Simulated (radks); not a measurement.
Species: Ho I. Configuration: [Xe] 4f11 6s2 (the NIST ground configuration). Method: scalar-relativistic Kohn-Sham, AM05, spin-polarised, spherical densities, finite nucleus; open shells are filled with parallel spins first (spin-orbit coupling, left out, can overturn this in heavy ions); Fermi nuclear charge, rms radius 5.2022 fm; computed with a radial shooting solver on a logarithmic mesh with Libxc functionals.

Radial electron density D(r) = 4 pi r^2 rho(r):

```
   r/bohr * D(r) (the largest magnitude, 118, reaches the edge; | marks zero)
  0.00102 | *
 0.001393 |   *
 0.001903 |     *
   0.0026 |         *
 0.003524 |              *
 0.004814 |                    *
 0.006577 |                            *
 0.008985 |                                    *
  0.01227 |                                        *
  0.01677 |                                        *
  0.02291 |                                     *
   0.0313 |                                     *
  0.04276 |                                             *
  0.05795 |                                                      *
  0.07917 |                                                   *
   0.1082 |                                          *
   0.1478 |                                             *
   0.2019 |                                               *
   0.2758 |                            *
   0.3767 |                      *
   0.5147 |                         *
   0.7031 |                *
   0.9529 |       *
    1.302 |    *
    1.779 | *
     2.43 |*
    3.319 *
    4.535 *
    6.195 *
    8.464 *
    11.56 *
```

D(r) has 4 maxima, at r = 0.0143, 0.0638, 0.178, 0.487 bohr, and minima at 0.0273, 0.116, 0.345 bohr, inside which lie 1.93, 11.09, 29.50 electrons.
